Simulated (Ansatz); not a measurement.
Program: Ansatz. Geometries: PBE0-D4/def2-TZVP. ΔE: electronic, gas phase. CCSD(T)/CBS is the MP2 limit (def2-TZVPP, def2-QZVPP) plus CCSD(T) − MP2 in def2-TZVPP, frozen cores. This one scheme is used for every species. Functionals use def2-TZVPP. B3LYP here is the variant with VWN-RPA as its local correlation; programs differ in this. HSE06 is defined as in plane-wave codes. Elements past krypton have def2 core potentials. For Ge, Te outer-core shells are correlated without core-valence functions, which leaves a few kJ/mol of doubt a bond. Scalar relativity is left out up to krypton.

Consider the ligand exchange at a Ge–C bond: `[CH3][GeH2][CH3]` + H₂Te → `[CH3][GeH2][TeH]` + CH₄.

```csv
level,ΔE (kJ/mol),difference from CCSD(T)/CBS
revPBE-D4,-90.1,-0.3
r2SCAN-D4,-91.2,-1.4
B3LYP-D4,-92.2,-2.4
HSE06-D4,-92.8,-3.0
ωB97X-V,-85.1,4.7
ωB97M-V,-86.2,3.6
B2PLYP,-88.8,1.0
r2SCAN,-90.9,-1.1
PBE0,-90.4,-0.6
r2SCANh,-91.2,-1.4
LC-ωPBE,-82.2,7.6
HF/def2-SVP,-89.7,0.1
HF/def2-TZVPP,-89.0,0.8
MP2/def2-TZVPP,-89.8,0.0
SCS-MP2/def2-QZVPP,-90.5,-0.7
CCSD/CBS(def2),-88.9,0.9
CCSD(T)/CBS,-89.8,0
```

Largest T1 diagnostic among the species: 0.010.

Leaving LDA and LC-ωPBE aside and taking each functional with its dispersion term where it has one, the values, not all of them listed here, spread over 12.2 kJ/mol, from BHLYP-D4 to B97M-V. LDA lies +5.4 kJ/mol from PBE without D4. At CCSD(T), def2-SVP lies +4.0 kJ/mol from the extrapolated value and def2-TZVPP +8.0 kJ/mol.
